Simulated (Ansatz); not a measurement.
A run on BClFH3OSi, SMILES `O[SiH2]B(F)Cl` with other settings.

```yaml
crystal:
  periodic: [false, false, false]
  atoms:
    - {symbol: O, position_ang: [-0.004651, 0.192782, 1.781769]}
    - {symbol: Si, position_ang: [0.600168, -0.458084, 0.394501]}
    - {symbol: B, position_ang: [-0.507847, 0.133934, -1.202562]}
    - {symbol: F, position_ang: [-0.372373, -0.374598, -2.407319]}
    - {symbol: Cl, position_ang: [-1.702967, 1.415959, -1.008930]}
    - {symbol: H, position_ang: [-0.507672, 1.004344, 1.694854]}
    - {symbol: H, position_ang: [2.009889, -0.036324, 0.153864]}
    - {symbol: H, position_ang: [0.577556, -1.935215, 0.538123]}
basis:
  gaussian: {orbitals: 6-31G}
magnetization: {spin_polarized: true, initial_magnetization: 0}
hamiltonian: {xc: {name: PBE0-DH}}
scf: {lower_state_search: off}
output: {forces: true}
```

```sh
$ ansatz run in.yaml --threads 2 --pin off --events-out ev --progress --plain --max-ram 4352MiB
```

Output, abridged:

```
Functional definition: PBE0-DH
652 factors; integrals over basis functions are off by at most 2.6e-4 eV
mean field evaluation 1: about -25866.3815 eV, gradient 3.2e1 eV
mean field evaluation 2: about -25866.3810 eV, gradient 3.2e1 eV
mean field evaluation 4: about -25870.1154 eV, gradient 1.4e0 eV
mean field evaluation 8: about -25870.1247 eV, gradient 6.4e-2 eV
mean field evaluation 16: about -25870.1247 eV, gradient 2.7e-6 eV
mean field -25870.12472751 eV, -950.7095483358 hartree, gradient 2.6e-6 eV, S^2 0.000000; 0 other end points of the search recorded, 0 dependent functions left out
13 core orbitals not correlated: weight in the atoms' cores, before any rotation towards them, 1.000 or more for the frozen orbitals, at most 0.000 for the correlated occupied ones
reference -25870.12474343 eV, -950.7095489208 hartree; 15, 15 occupied and 31, 31 virtual orbitals, 652 factors
second order -13.52297542 eV of doubles, -0.00000000 eV of singles
Total energy: -25871.81511536 eV, -950.7716689434 hartree
Atom 0 at    -0.004651     0.192782     1.781769 Å, force    -0.978571     1.093610     1.629283 eV/Å
Atom 1 at     0.600168    -0.458084     0.394501 Å, force     1.102855    -1.366370    -2.143521 eV/Å
Atom 2 at    -0.507847     0.133934    -1.202562 Å, force     0.331639     0.133370     1.605301 eV/Å
Atom 3 at    -0.372373    -0.374598    -2.407319 Å, force     0.288109    -0.804900    -1.673083 eV/Å
Atom 4 at    -1.702967     1.415959    -1.008930 Å, force    -0.629802     0.682921     0.132104 eV/Å
Atom 5 at    -0.507672     1.004344     1.694854 Å, force    -0.281109     0.359144     0.593451 eV/Å
Atom 6 at     2.009889    -0.036324     0.153864 Å, force     0.202577     0.087408    -0.093914 eV/Å
Atom 7 at     0.577556    -1.935215     0.538123 Å, force    -0.035698    -0.185182    -0.049620 eV/Å
Dipole moment:     0.063703     0.092949    -0.151813 e Å
Checks for a lower state left out: starts, cluster_reference, orbital_swaps, neighbouring_geometries, increment
```

Run time 5 s (2 threads of an Arm Neoverse V1 on a shared host); peak host memory 0.18 GiB.
